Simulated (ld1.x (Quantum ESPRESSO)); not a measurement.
Before and after: ultrasoft potential for S (Z = 16)

```
Element                 : sulfur (S)
Generator               : ld1.x (Quantum ESPRESSO) 7.5
Type                    : ultrasoft
Functional              : PBE
Relativity              : scalar-relativistic
Frozen core             : [Ne]
Valence charge          : 6
Reference configuration : 3s2 3p3.5 (charge +0.5)
Partial waves           : 3s (bound): rcut 1.55, rcutus 1.65 bohr; 3s channel at -1.25 Ry: rcut 1.55, rcutus 1.65 bohr; 3p (bound): rcut 1.00, rcutus 1.35 bohr; 3p channel at -0.35 Ry: rcut 1.00, rcutus 1.35 bohr
Local potential         : all-electron potential smoothed inside 1.40 bohr (lloc = -1)
Core correction         : Bessel-smoothed model core, default radius (core density twice the valence density)
Augmentation charge     : PSQ, radius 1.05 bohr
```

Change: core correction Bessel-smoothed model core inside 1.10 bohr.

Cutoffs: the cutoffs (Ry, on a coarse ladder) from which the occupation-weighted sum of valence levels, in a spherical-Bessel basis at the reference potential, stays within 10 and 1 mRy of its value at 400 Ry; they do not see the model core or the augmentation charge, which bear on the density cutoff. Errors are all-electron minus pseudo energies relative to the spin-unpolarised reference configuration.

How do hardness, ghosts and transferability respond?

The potential gets neither clearly harder nor softer (12 Ry and 25 Ry → 12 Ry and 25 Ry); of the 7 tests that both files solve, the error grows in 3 and shrinks in 1 by more than 15 % and 0.3 meV (median size 0.4 → 0.8 meV); neither file shows a bound ghost. The default core radius of the base comes out at 0.88 bohr. A wider model core is smoother and lowers the density cutoff, which this test does not measure.

| quantity | base | changed |
| --- | --- | --- |
| cutoff, loose | 12 Ry | 12 Ry |
| cutoff, tight | 25 Ry | 25 Ry |
| bound ghosts | none | none |
| error for 3s2 3p4, meV [ΔE -4.66 eV] | +0.4 | +0.4 |
| error for 3s2 3p3, meV [ΔE 7.11 eV] | -0.4 | -0.3 |
| error for 3s2 3p2, meV [ΔE 29.39 eV] | -0.3 | +1.1 |
| error for 3s1 3p4, meV [ΔE 17.99 eV] | -1.9 | -0.8 |
| error for 3s1 3p5, meV [ΔE 5.65 eV] | +0.5 | +0.9 |
| error for 3s0 3p6, meV [ΔE 16.08 eV] | -0.2 | +2.0 |
| error for 3s2 3p4.3, meV [ΔE -6.37 eV] | +0.7 | +0.7 |
| s: phases at 1.79 bohr within 0.05 rad from the reference energy up to (Ry; the scan ends near 5) | to the end of the scan | to the end of the scan |
| p: phases at 1.79 bohr within 0.05 rad from the reference energy up to (Ry; the scan ends near 5) | to the end of the scan | to the end of the scan |
| lowest overlap eigenvalue by channel | s 0.41, p 0.75 | s 0.41, p 0.75 |
